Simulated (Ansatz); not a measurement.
A structure relaxed at r2SCAN-D4/def2-TZVPD in Ansatz, charge -1, singlet:

```csv
atom,x (Å),y (Å),z (Å)
Nb1,-0.651,0.956,-0.252
O2,0.439,-0.225,0.796
O3,0.213,-0.731,-0.544
```

Give its formula and point group.

NbO₂⁻. Point group C2v (tolerance 0.1 Å).

Summarise the bond lengths by kind (pairs closer than 1.2 times the sum of covalent radii, bridged metal pairs left out).

2 × Nb–O 1.92 Å; 1 × O–O 1.45 Å. The metal has 2 neighbours: O 1.92 Å, O 1.92 Å.

In the def2 sets Nb takes a core potential; there is no spin–orbit coupling. The structure holds 1 bond(s) between oxygen atoms. The restricted singlet is unstable towards broken spin symmetry in Hartree–Fock (as tested in another run); at r2SCAN-D4/def2-TZVPD this wasn't settled. The highest occupied level of the charge -1 singlet lies above zero (up to 1.55 eV). The electron is either unbound and held by the finite basis, or the level is raised by self-interaction error. The relaxation made no stability test and no search for a lower SCF solution. No other spin state of charge -1 was run. Another isomer (singlet) lies 6.23 eV lower at PBE0-D4/def2-TZVPD; other spin states weren't run for this one.
